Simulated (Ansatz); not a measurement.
Mg3Cl4⁺, relaxed as a doublet with UKS PBE0-D4/def2-SVP in Ansatz, starting from the GFN2-xTB geometry. Force threshold 0.02 eV/Å.

Another isomer (doublet) lies 0.24 eV lower at PBE0-D4/def2-TZVP; other spin states weren't run for this one.

Start:

Cartesian coordinates in Å:
```
Mg -0.3503 -0.6655 1.9689
Mg -1.2263 1.4194 -0.9535
Mg 0.9228 -0.4381 -0.5904
Cl 1.5067 -1.7139 1.1537
Cl -1.5076 -0.8077 -0.1180
Cl 0.2307 1.4201 0.9366
Cl 0.4239 0.7856 -2.3974
```

```tsv
step	energy (eV)	largest force component (eV/Å)	SCF passes
1	-66380.9361	1.280	15
2	-66381.3733	0.573	24
3 (rejected)	-66381.3475	0.442	24
4	-66381.4572	0.075	25
5 (rejected)	-66381.4566	0.081	24
6	-66381.4593	0.017	23
7	-66381.4596	0.026	27
8	-66381.4597	0.008	20
9	-66381.4598	0.009	20
10	-66381.4599	0.019	21
11	-66381.4601	0.023	21
12	-66381.4625	0.042	26
13	-66381.4714	0.151	30
14	-66381.4744	0.254	25
15	-66381.4854	0.118	23
16	-66381.4949	0.132	23
17	-66381.4953	0.061	24
18	-66381.4957	0.072	25
19	-66381.4964	0.012	18
```

Force components are those of the run's own axes.

End:

Cartesian coordinates in Å:
```
Mg -0.4059 -0.8023 2.3863
Mg -1.2325 1.4086 -0.9462
Mg 0.9322 -0.4492 -0.5997
Cl 1.5681 -1.7732 1.1644
Cl -1.6040 -0.8426 -0.3117
Cl 0.3041 1.6008 0.8455
Cl 0.4380 0.8578 -2.5386
```

By distances, no bond broke or formed. The bond that changes most is Mg1–Cl5, from 2.39 to 2.95 Å (atoms count from 1).

The force fell under the threshold at step 6, but the optimiser went on and released 0.037 eV more. No frequencies were taken in this run, so the end may be a saddle point.

Run time 84 s (4 threads of Arm Neoverse V1 on a shared host).
